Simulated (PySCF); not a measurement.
Diatomics of Si with the chalcogens

CCSD(T) with triple-zeta basis sets in PySCF, for the lowest determinant that a PBE0 search found; no spin–orbit coupling. De refers to high-spin ground-configuration atoms.

| M | basis | reference, frozen orbitals | state (unpaired electrons) | Re (Å) | ωe (cm⁻¹) | De (eV) |
| --- | --- | --- | --- | --- | --- | --- |
| O | def2-TZVPP | RHF, 6 | singlet (closed shell) | 1.521 | 1227 | 7.94 |
| S | x2c-TZVPPall | RHF, 10 | singlet (closed shell) | 1.944 | 743 | 6.02 |
| Se | x2c-TZVPPall | RHF, 14 | singlet (closed shell) | 2.071 | 578 | 5.42 |
| Te | def2-TZVPP | RHF, 9 | singlet (closed shell) | 2.285 | 481 | 4.56 |

The shortest bond is that of SiO (1.521 Å), the longest that of SiTe (2.285 Å). SiO is bound most strongly (7.94 eV) and SiTe least (4.56 eV).

The rows differ in basis set, which adds steps of its own.

Relativity is treated differently too: O no relativity; S spin-free X2C; Se spin-free X2C; Te scalar-relativistic core potentials.

Down a group bonds as a rule get longer and wavenumbers fall, partly through the reduced mass; this series shows no clear exception.

Correlated steps freeze the inner cores (6 to 14 orbitals); shallow outer-core shells are correlated. These are scalar-relativistic numbers at best; spin–orbit coupling would shift them, the dissociation energy most. Where the molecule has an RHF reference, its open-shell atoms are computed with UHF. The CCSD T1 diagnostic is raised in SiO, SiS, a sign that a single reference may not be enough there.
